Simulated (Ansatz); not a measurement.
Ideal-gas functions of H3InSe (`[SeH][InH2]`) at 600 K and 1 bar, from an Ansatz frequency run at PBE0-D4/def2-TZVP.

Molar mass 196.8 g/mol, point group Cs (symmetry number 1), electronic degeneracy 1, moments of inertia 6.96, 302.887, 309.847 u Å². Harmonic wavenumbers (cm⁻¹, unscaled): 240, 323, 343, 514, 571, 603, 1847, 1858, 2446.

Use S(trans) = R[1.5 ln M + 2.5 ln T − 1.1517]; rotational temperatures θ = 24.2544 K / I; S(rot) = R[ln(√π/σ · √(T³/θAθBθC)) + 1.5]; for each mode x = 1.438777 ν̃/T, S = R[x/(eˣ − 1) − ln(1 − e⁻ˣ)] and H = RT x/(eˣ − 1); 1 cm⁻¹ = 0.0119627 kJ/mol; R = 8.31446 J/(mol·K).

Task: By hand: the entropy, in J/(mol·K).

Result: Translation 189.3. Rotation: θ = 3.4848, 0.0801, 0.0783 K, giving 112.9. Vibration, mode by mode: 13.02, 10.64, 10.17, 7.08, 6.32, 5.94, 0.54, 0.53, 0.16, in all 54.4. Electronic 0.0. Sum 356.6 J/(mol·K).

Task: By hand: H − E and G − E in kJ/mol, counted from the electronic energy.

Result: Zero-point energy ½ × 8745 × 0.0119627 = 52.3; thermal vibration 17.9; translation, rotation and pV give 4 RT = 20.0. H − E = 90.2 kJ/mol, and G − E = 90.2 − 600 × 356.6/1000 = -123.8 kJ/mol.

Vibration gives 15 % of the entropy.
